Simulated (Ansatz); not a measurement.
Relaxation of CH7AlClNO2 (13 atoms, charge 0, multiplicity 1), to a largest force component of 0.03 eV/Å in at most 50 steps.

Computed with RKS PBE-D4/6-31G (Ansatz).

```xyz
13
Properties=species:S:1:pos:R:3
Al -0.619 -1.674 0.678
Cl 0.701 -2.388 -0.975
O -0.163 -1.982 2.313
O -2.224 -1.166 0.333
H 1.433 0.143 -0.901
N 1.087 0.856 -0.256
C 0.213 1.876 -0.850
H 0.677 -2.231 2.731
H -2.793 -1.077 -0.448
H 1.816 1.210 0.364
H -0.189 2.523 -0.053
H 0.710 2.525 -1.602
H -0.647 1.384 -1.333
```

Task: Where does it end, and by what steps?

Result: The run converged. The force dipped under the threshold on the way, but the program's further checks kept it going. Limits of this set-up: no polarisation functions. After 33 steps the energy has fallen by 1.613 eV; O3 moved furthest, 1.33 Å. Joined: Al1–N6.

```tsv
step	energy less start (eV)	largest force component (eV/Å)	accepted
0	0.0000	0.662	yes
2	-0.4857	0.725	yes
4	-1.0996	0.911	yes
6	-1.3958	0.849	yes
8	-1.5391	0.302	yes
10	-1.5909	0.167	yes
12	-1.5974	0.048	yes
14	-1.5976	0.178	no
16	-1.5987	0.100	yes
18	-1.5994	0.073	yes
20	-1.6020	0.103	yes
22	-1.6051	0.088	yes
24	-1.6021	0.163	no
26	-1.6084	0.047	yes
28	-1.5956	0.242	no
30	-1.6110	0.035	yes
32	-1.6124	0.050	yes
33	-1.6129	0.013	yes
```

```xyz
13
Properties=species:S:1:pos:R:3
Al -0.196 -1.162 0.246
Cl 0.914 -2.932 -0.584
O 0.152 -0.756 1.915
O -1.757 -0.847 -0.488
H 0.935 0.167 -1.576
N 0.832 0.340 -0.566
C 0.123 1.643 -0.301
H -0.042 -1.210 2.752
H -2.553 -1.394 -0.590
H 1.769 0.335 -0.138
H 0.068 1.772 0.790
H 0.652 2.493 -0.761
H -0.897 1.552 -0.699
```

Time of the run: 98 s on 2 threads of Arm Neoverse V2, with other jobs on the host, peak memory 0.21 GiB.
